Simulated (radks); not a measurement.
Neutral nitrogen inside a hard spherical wall (all orbitals vanish at R), configuration held at [He] 2s2 2p3 and not refilled when levels cross. Calculated with a radial shooting solver on a logarithmic mesh with Libxc functionals: non-relativistic Kohn-Sham, r2SCAN, spin-polarised, spherical densities, point nucleus; open shells are filled with parallel spins first; meta-GGA in the generalised Kohn-Sham scheme. Eigenvalues in eV for spin up, with the zero of energy where the potential of the charges vanishes at infinity; a dash marks a level that is unbound or too diffuse for the functional's potential to be trusted. A positive occupied level is held by the wall or, in an anion where self-interaction has pushed it up, behind a barrier. The pressure on the wall is -dE/dV.

| R (bohr) | E (hartree) | kinetic (hartree) | e(1s) | e(2s) | e(2p) | e(3s, empty) | e(3p, empty) | pressure (GPa) |
|---|---|---|---|---|---|---|---|---|
| free | -54.58403 | 54.434 | -388.62 | -21.355 | -8.896 | - | - | 0 |
| 20 | -54.58403 | 54.434 | -388.62 | -21.355 | -8.896 | - | - | < 0.0001 |
| 15 | -54.58403 | 54.434 | -388.62 | -21.355 | -8.896 | - | - | < 0.0001 |
| 12 | -54.58403 | 54.434 | -388.62 | -21.355 | -8.896 | 0.607 | 1.637 | < 0.0001 |
| 10 | -54.58403 | 54.434 | -388.62 | -21.355 | -8.896 | 0.996 | 2.372 | < 0.0001 |
| 7 | -54.58377 | 54.437 | -388.59 | -21.333 | -8.873 | 2.847 | 5.307 | 0.0213 |
| 6 | -54.58261 | 54.447 | -388.49 | -21.266 | -8.799 | 4.584 | 7.715 | 0.158 |
| 4 | -54.53774 | 54.720 | -386.39 | -20.012 | -7.340 | 16.588 | 21.379 | 12.2 |
| 3.5 | -54.46851 | 55.066 | -384.20 | -18.689 | -5.791 | 25.416 | 30.241 | 40.9 |
| 2.5 | -53.79301 | 57.604 | -371.49 | -9.955 | 3.918 | 71.962 | 72.813 | 598 |
| 1.5 | -47.63331 | 72.795 | -322.86 | 46.331 | 55.028 | 300.04 | 257.33 | 17600 |
